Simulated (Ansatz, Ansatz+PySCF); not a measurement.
```xyz
2

Li   -0.0438   -0.0219   -1.0620
S     0.0140   -0.0403    1.0458
```

Basis set: def2-SVP (spherical functions). Frozen core: 5 orbitals. Correlation on ROHF uses semicanonical orbitals with singles. Charge 0, multiplicity 2.

Computed with Ansatz (development build ahead of 0.2.0); each method stands on the lowest determinant of its kind that the runs found.

The atomization energy at this shape (free ground-state atoms in the same class of orbitals less the molecule, no zero-point energy) of doublet LiS:

```csv
method,atomization energy
UHF-CCSD(T),2.54 eV
ROHF-MP2,2.54 eV
```

Problem. What does ROHF give?

Solution. 1.96 eV.
